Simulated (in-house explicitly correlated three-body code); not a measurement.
Computed with an exponentially correlated three-body code. Model: two electrons around a point charge, non-relativistic, variational in 260 exponentially correlated functions (energies converged to about 1e-7 hartree, or 1e-8 relative for large Z).

For two electrons in a singlet the Kohn-Sham orbital is the square root of half the density, so the exact Kohn-Sham potential and energy parts follow from the density alone, and exchange is minus half the Hartree energy. The Kohn-Sham level equals minus the binding energy of the second electron.

Command:
```bash
python run_hyl.py task.json out
```
Settings (lengths in bohr, energies in hartree):
```
Z                      1.105
interaction_strength   1
functions              260
states_tried           13
```

Run time, properties included: 39 s on 1 thread of Arm Neoverse V1, on a shared host.

**Converged states only, values per electron or pair.**

Given: nuclear charge 1.105.

| term | mean r (bohr) | mean r squared (bohr²) | mean inverse r (1/bohr) | mean r12 (bohr) | mean inverse r12 (1/bohr) | mean cosine | mean p1 dot p2 (bohr⁻²) | delta r1 (bohr⁻³) | delta r12 (bohr⁻³) |
| --- | --- | --- | --- | --- | --- | --- | --- | --- | --- |
| 1 1S | 2.1909 | 7.2699 | 0.79175 | 3.5074 | 0.38436 | -0.10287 | 0.046375 | 0.23421 | 0.0054343 |
| 2 3S | 11.558 | 296.93 | 0.58283 | 21.822 | 0.059741 | -0.0066476 | 0.0002085 | 0.21499 | - |

**Exact Kohn-Sham parts of the ground state from its density.**

Computed: total energy -0.682701301 hartree; Kohn-Sham kinetic 0.65313 hartree; Hartree energy 0.90923 hartree; exchange energy -0.45462 hartree; DFT correlation energy -0.040683 hartree; exact minus restricted Hartree-Fock -0.03969 hartree; Kohn-Sham level -1.9644 eV; restricted Hartree-Fock level -2.4543 eV.

(1) What is the potential part of the DFT correlation energy?

(2) What is the kinetic part of the DFT correlation energy?

**Functionals on the exact density and self-consistent, errors are functional minus exact, hybrids only self-consistent, a dash where a self-consistent run leaves the top level unbound.**

```json
{"result": "wB97X", "exchange error (millihartree)": "-", "correlation error (millihartree)": "-", "functional driven error (millihartree)": "-", "self consistent total error (millihartree)": "-2.7739", "top level plus exact binding (eV)": "-0.29435"}
{"result": "RPBE", "exchange error (millihartree)": "-14.103", "correlation error (millihartree)": "7.3924", "functional driven error (millihartree)": "-6.7107", "self consistent total error (millihartree)": "-", "top level plus exact binding (eV)": "-"}
{"result": "PBEsol", "exchange error (millihartree)": "16.77", "correlation error (millihartree)": "-0.6745", "functional driven error (millihartree)": "16.095", "self consistent total error (millihartree)": "-", "top level plus exact binding (eV)": "-"}
{"result": "OLYP", "exchange error (millihartree)": "-9.5566", "correlation error (millihartree)": "7.7885", "functional driven error (millihartree)": "-1.7681", "self consistent total error (millihartree)": "-", "top level plus exact binding (eV)": "-"}
{"result": "SCAN", "exchange error (millihartree)": "-8.7542", "correlation error (millihartree)": "8.9879", "functional driven error (millihartree)": "0.23371", "self consistent total error (millihartree)": "-", "top level plus exact binding (eV)": "-"}
{"result": "AM05", "exchange error (millihartree)": "41.571", "correlation error (millihartree)": "-27.321", "functional driven error (millihartree)": "14.25", "self consistent total error (millihartree)": "-", "top level plus exact binding (eV)": "-"}
{"result": "PW91", "exchange error (millihartree)": "?", "correlation error (millihartree)": "?", "functional driven error (millihartree)": "?", "self consistent total error (millihartree)": "-", "top level plus exact binding (eV)": "-"}
{"result": "BLYP", "exchange error (millihartree)": "-10.251", "correlation error (millihartree)": "7.7885", "functional driven error (millihartree)": "-2.463", "self consistent total error (millihartree)": "-", "top level plus exact binding (eV)": "-"}
```

(3) What belongs in the row PW91?

**Density and exact potentials over r, pair density (one pair, times 4 pi r12^2) and exact minus Kohn-Sham pair density over r12.**

```
radius (bohr)  radial density (electrons/bohr)  exchange potential (hartree)  intracule density (1/bohr)  Coulomb hole against Kohn-Sham (1/bohr)  correlation potential (hartree)
         0.21                          0.16413                      -0.77448                    0.003566                                -0.007287                           -0.062
        0.251                           0.2147                       -0.7681                    0.005219                                 -0.01011                           -0.058
        0.299                          0.27499                      -0.75979                   0.0075936                                 -0.01382                           -0.052
        0.357                          0.34669                      -0.74877                    0.011108                                 -0.01877                           -0.045
        0.425                          0.42598                      -0.73478                    0.016131                                 -0.02498                           -0.037
        0.507                                ?                             ?                           ?                                        ?                                ?
        0.604                          0.59525                      -0.69466                    0.033835                                 -0.04164                           -0.015
        0.721                          0.67071                      -0.66734                    0.048539                                 -0.05135                           -0.001
        0.859                          0.72632                      -0.63521                    0.068389                                 -0.06033                            0.012
         1.02                          0.75349                      -0.59881                    0.093888                                 -0.06655                            0.025
         1.22                          0.74619                      -0.55615                     0.12702                                 -0.06754                            0.037
         1.46                          0.70074                      -0.50945                     0.16553                                 -0.06006                            0.044
         1.74                          0.62419                      -0.46129                     0.20436                                  -0.0432                            0.047
         2.07                           0.5269                      -0.41261                     0.23728                                 -0.01886                            0.044
         2.47                          0.41843                      -0.36361                     0.25625                                 0.008225                            0.036
         2.94                          0.31373                      -0.31722                     0.25256                                  0.02933                            0.025
         3.51                          0.21865                      -0.27317                     0.22282                                  0.03832                            0.015
         4.19                          0.14077                      -0.23314                     0.17239                                  0.03357                            0.008
         4.99                         0.083043                      -0.19803                     0.11529                                  0.02089                            0.003
         5.95                                ?                             ?                           ?                                        ?                                ?
          7.1                         0.019843                      -0.14055                    0.030186                                0.0008142                                0
         8.46                         0.007711                      -0.11812                    0.011547                                -0.001373                                0
         10.1                        0.0024271                     -0.098991                   0.0035111                                -0.001083                                0
```

(4) What belongs in the row 0.507?

(5) What belongs in the row 5.95?

Results:

(1) -0.070253 hartree.

(2) 0.02957 hartree.

(3) exchange error (millihartree): -6.9789; correlation error (millihartree): 5.5935; functional driven error (millihartree): -1.3854.

(4) radial density (electrons/bohr): 0.5114; exchange potential (hartree): -0.71683; intracule density (1/bohr): 0.023462; Coulomb hole against Kohn-Sham (1/bohr): -0.0327; correlation potential (hartree): -0.026.

(5) radial density (electrons/bohr): 0.043569; exchange potential (hartree): -0.16717; intracule density (1/bohr): 0.064908; Coulomb hole against Kohn-Sham (1/bohr): 0.008242; correlation potential (hartree): 0.001.

The correlation energy of density-functional theory lies 0.99 millihartree below exact minus Hartree-Fock, because the Hartree-Fock density, unlike the exact one, minimises the Hartree-Fock energy.
